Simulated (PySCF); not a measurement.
# A computed series [MBr2]2+

Computed with PySCF 2.14.0, PBE0, def2-SVP on the ligands, density fitting, scalar-relativistic core potentials, no spin-orbit coupling, vacuum. Each member is relaxed from one template within its symmetry. Distances are means of the shortest metal–ligand contacts, charges and spins Mulliken's; removal energies are rigid, with the ligand's formal charge and no counterpoise, so too large; for an anion taken off a cation in vacuum most of it is the attraction of opposite charges, and multiply charged cations can part far more cheaply with an electron moved from ligand to metal. lcecp potentials hold a fixed number of 4f electrons in the core, out of states, spins and gaps.

```
metal      basis on the metal  point group  M–Br (Å)  charge on M (e)  removal of one Br (eV)  strongest infrared band, degenerate modes summed (cm⁻¹)  unstable modes (below −25 cm⁻¹)
   Ce  lcecp-2-SVP with ECP46          C2v     2.485             1.75                   21.12                                                      322                                0
   Nd  lcecp-2-SVP with ECP48          C2v     2.461             1.64                   21.44                                                      325                                0
   Tb  lcecp-2-SVP with ECP53          C2v     2.402             1.58                   22.02                                                      327                                0
   Dy  lcecp-2-SVP with ECP54          C2v     2.395             1.47                   22.13                                                      326                                0
   Hf     def2-SVP with ECP60          C2v     2.346             1.52                   22.57                                                      331                                0
   Pb     def2-SVP with ECP60          D∞h     2.454             1.27                   24.67                                                      286                                0
```

Problem. A further member has point group C2v, M–Br (Å) 2.476, charge on M (e) 1.61, removal of one Br (eV) 21.30, strongest infrared band, degenerate modes summed (cm⁻¹) 324, unstable modes (below −25 cm⁻¹) 0. Which metal is it?

Solution. Pr, lcecp-2-SVP with ECP47. This is one of several that fit.

From Ce to Dy the M–Br distance shrinks by 0.09 Å, the lanthanide contraction, and the energy to remove one Br rises by 1.01 eV.

One start shape was tried for each, so a minimum needn't be the lowest isomer. Oxidation states forced by the potential, rare, strongly oxidising or of another configuration in reality: [PrBr2]2+, [NdBr2]2+, [TbBr2]2+, [DyBr2]2+.
